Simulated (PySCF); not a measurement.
HW(OH) + F₂ → WF₂ + H₂O

Level: PBE0 in the def2-TZVP basis family, computed in PySCF with density fitting; scalar-relativistic core potentials for atoms from Rb on, none lighter, no spin–orbit coupling; open shells unrestricted.

```json
{"species": "HW(OH)", "state and structure": "quintet, C1, O–H 0.963 Å, W–H 1.734 Å, W–O 1.895 Å; H–O–W 120.9°, H–W–O 123.4°", "E (Eh)": "-143.38350", "ZPE (kJ/mol)": "47.8", "H(298 K) − H(0) (kJ/mol)": "12.0", "S° (J/(mol K))": "285.1"}
{"species": "F₂", "state and structure": "singlet, D∞h, F–F 1.376 Å", "E (Eh)": "-199.40856", "ZPE (kJ/mol)": "6.6", "H(298 K) − H(0) (kJ/mol)": "8.7", "S° (J/(mol K))": "201.9"}
{"species": "WF₂", "state and structure": "quintet, C2v, W–F 1.882 Å (×2); F–W–F 140.9°", "E (Eh)": "-266.67975", "ZPE (kJ/mol)": "8.6", "H(298 K) − H(0) (kJ/mol)": "12.4", "S° (J/(mol K))": "299.2"}
{"species": "H₂O", "state and structure": "singlet, C2v, O–H 0.960 Å (×2); H–O–H 105.1°", "E (Eh)": "-76.37736", "ZPE (kJ/mol)": "56.5", "H(298 K) − H(0) (kJ/mol)": "9.9", "S° (J/(mol K))": "188.7"}
```

Q: What is the electronic reaction energy?

A: At PBE0/def2-TZVP, ΔE = -695.9 kJ/mol from the differences of the total energies times 2625.5, downhill. 

Q: Add zero-point, thermal and entropy terms for 298.15 K and 1 bar.

A: ΔZPE = 10.7 and Δ[H(298) − H(0)] = 1.6 kJ/mol give ΔH° = -683.6 kJ/mol. ΔS° = 0.9 J/(mol K), so ΔG° = -683.6 − 298.15 × (0.0009) = -684 kJ/mol.

Spin–orbit coupling can matter for HW(OH), WF₂ and is left out. Open d or f shells are single determinants, so the state found may not be the ground state. Each species is the lowest minimum found with this bonding; other isomers or fragments can lie lower.
